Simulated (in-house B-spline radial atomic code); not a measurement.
Values are calculated unless marked as measured or tabulated.
**Mo in an electron gas of r_s = 2.4: phase shifts, screening, friction and resistivity**

A nucleus sits in a uniform electron gas with a rigid positive background. The Kohn-Sham equations are solved self-consistently in the spin-unpolarised LDA (PW92), non-relativistic, on B-splines with outgoing waves at the boundary and partial waves to l = 8. The model has no lattice, no bands and no magnetic solution. Atomic units; δ_l are the phase shifts at the Fermi level, counted so that each bound state adds π, and good to about 0.0005.

The density parameter is r_s = 2.4 bohr, near that of the valence electrons of In (3 per atom, density 7.31 g/cm³, mass 114.82 u, which gives r_s = 2.41).

```csv
l,δ_l (rad)
0,11.9822
1,9.2639
2,5.2296
3,0.0045
4,0.0012
5,-0.0002
6,-0.0003
7,-0.0004
8,-0.0004
```

Bound levels below the band bottom (hartree): s -16.16, p -13.2, d -7.739, s -1.745, p -0.908 and deeper ones.

Problem. Check the Friedel sum rule, and say where the screening charge sits.

Solution. k_F = (9π/4)^(1/3)/r_s = 0.79965. The rule is Z = (2/π) Σ (2l + 1) δ_l. The terms are s 7.628, p 17.693, d 16.646, f 0.020 and -0.005 beyond, in all 41.982 against Z = 42. Bound states hold 8 s, 18 p, 10 d electrons, so the scattering states carry 5.98 in all; where a term is smaller than its bound count, the bound level has drawn weight out of the band.

Problem. Find the transport cross section and the electronic stopping of a 2 keV Mo ion (mass 95.95 u).

Solution. σ_tr = (4π/k_F²) Σ (l + 1) sin²(δ_l − δ_(l+1)). The terms for l = 0 to 3 are 0.1687, 1.2130, 2.2781, 0.0000, all together 3.6599, so σ_tr = 19.652 × 3.6599 = 71.924 bohr². With n = 3/(4π r_s³) = 0.01727, the friction coefficient is Q = n k_F σ_tr = 0.9932. For v well below v_F = 0.800, dE/dx = Q v; with 24801 eV per u at v = 1, v = √(2000/(24801 × 95.95)) = 0.0290, so dE/dx = 0.02879 hartree/bohr = 14.8 eV/nm. The largest term couples the d and f waves.

Problem. What residual resistivity would 1 atomic per cent of such centres give in In?

Solution. Δρ = k_F n_i σ_tr/n in atomic units of 21.74 μΩ·cm. With one host atom per 3 electrons, n_i/n = 0.01/3, so Δρ = 0.7996 × 0.00333 × 71.924 × 21.74 = 4.17 μΩ·cm. This is an atom added to the gas, as on an interstitial site.

Problem. On a substitutional site the background of one host ion, a sphere holding 3 charges, is taken out. The phase shifts for l = 0 to 4 become 11.6262, 8.9450, 4.6714, -0.0589, -0.0132. What follows?

Solution. The Friedel sum is now 38.99, for Z − 3 = 39. The sum in σ_tr is 4.8444, so σ_tr = 95.20 bohr² and Δρ = 5.52 μΩ·cm per atomic per cent, 1.32 times the value above. A real host ion scatters too, so this model doesn't give zero even for the host's own atom.
